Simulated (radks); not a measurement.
All-electron atom: Ti8+ in [He] 2s2 2p5 3s2 3p3 (not the ground configuration). Method: non-relativistic Kohn-Sham, PBE, spin-polarised, spherical densities, point nucleus; open shells are filled with parallel spins first; computed with a radial shooting solver on a logarithmic mesh with Libxc functionals.

X-ray form factor f0, the Fourier transform of the density (f0(0) = 14):

| sin(theta)/lambda (1/angstrom) | f0 (electrons) |
|---|---|
| 0.05 | 13.905 |
| 0.1 | 13.627 |
| 0.15 | 13.187 |
| 0.2 | 12.617 |
| 0.25 | 11.957 |
| 0.3 | 11.245 |
| 0.4 | 9.813 |
| 0.5 | 8.543 |
| 0.6 | 7.527 |
| 0.8 | 6.169 |
| 1 | 5.281 |
| 1.25 | 4.332 |
| 1.5 | 3.467 |
| 2 | 2.227 |
